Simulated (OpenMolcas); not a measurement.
# V2+ in KMgF3: curves along the breathing mode

V2+ with its 6 nearest fluoride ions, on the Mg site of KMgF3 (a = 3.973 Å, distance in the model lattice 1.986 Å). The rest of the host is ab initio model potentials to 7.6 Å, with orthogonalisation functions on the cations behind the ligands, and point charges beyond; the distance is set by hand and nothing relaxes. Ligand basis ANO-RCC-VDZP.

```
Program             : OpenMolcas
Method              : SS-CASPT2, IPEA 0.25 Eh, imaginary shift 0.1 Eh (closed shells correlated: 3s 3p and the ligand valence shells)
Basis               : ANO-RCC-VDZP [5s4p2d1f]
Scalar Hamiltonian  : DKH2, point nucleus
Active space        : 3 electrons in 5 orbitals (3d)
State averaging     : 2S+1 = 4 even, 10 roots; 2S+1 = 2 even, 40 roots
Spin-orbit coupling : RASSI with atomic mean-field integrals over the reference wave functions
```

Spin-free energies (labels of O, the rotations of Oh) in cm-1 above the lowest fitted minimum, as all ligands move together:

```
R (Å)    4A2    4T2     2E    2T1    4T1    2T2    2A1
1.924   2070  20730  16100  16890  28000  22970  31090
 1.97     40  16780  14060  14880  23750  20670  27220
2.015    640  15660  14630  15500  22350  20950  26210
 2.06   3610  17130  17600  18480  23490  23650  27760
2.106   9050  21210  23000  23950  27210  28790  31900
2.151  16740  27730  30680  31600  33370  36200  38470
2.196  26910  36840  40830  41750  42130  46010  47640
```

Cubic fits give the following; the wavenumber is harmonic, with the mass of all moving ligands, small differences in it between states hang on the degree of the fit, a number in brackets counts states of one label, and the table is a selection of at most 14 states with clean curves.

```csv
State,R0 (Å),Breathing mode (cm-1),Minimum (cm-1)
4A2,1.982,594,0
4T2,2.012,616,15650
2E,1.983,593,14010
2T1,1.982,594,14850
4T1,2.018,612,22340
2T2,1.988,595,20510
2A1,2.011,615,26190
2T2(2),2.013,614,30250
2E(2),2.011,614,31020
4T1(2),2.035,641,33910
2T1(3),2.015,609,35680
2T2(3),2.007,609,41400
2A2,2.010,613,42200
2E(3),2.020,595,50570
```

The minimum of 4T2 is shifted by +0.0300 Å against 4A2 (from the unrounded fits). With M = 114.0 u for the moving shell, the Huang-Rhys factor in this mode is S = M ω ΔR² / 2ħ = 0.01483 × 114.0 × 594 × 0.0300² = 0.90. Only the first shell moves, against a rigid host.

Roots that are degenerate in the reference are averaged as groups; the widest CASPT2 spread within a group is 370 cm-1 (the 3-fold group of multiplicity 2 near 50000 cm-1 above the lowest state of its run, R = 1.97). Shifts and gaps below about the spread of the groups concerned are not significant. Over all roots computed the reference weight is 0.75 in R = 1.924, 0.75 in R = 1.97, 0.75 in R = 2.015, 0.75 in R = 2.06, 0.75 in R = 2.106, 0.75 to 0.76 in R = 2.151, 0.75 to 0.76 in R = 2.196; a low but even weight reflects the number of correlated electrons. Ligand-to-metal charge-transfer states are missing. With no ligand orbital active B as a rule stays too high, so bands that hang on it stand too high and its fall with covalency is understated. With one d shell and no ligand orbital active, 10Dq can be off by tens of per cent for divalent 3d ions, low with halides held by bare charges and at times high in hosts. Free-ion shares, where given, are those of the reference states; single-state CASPT2 does not remix them (holds for R = 1.97; R = 2.015; R = 2.06; R = 2.106; R = 2.151; R = 2.196). These CASPT2 states fit no ligand-field parameters well, so their order and spin gaps are uncertain (holds for R = 2.151; R = 2.196). No measured value stands beside these numbers.
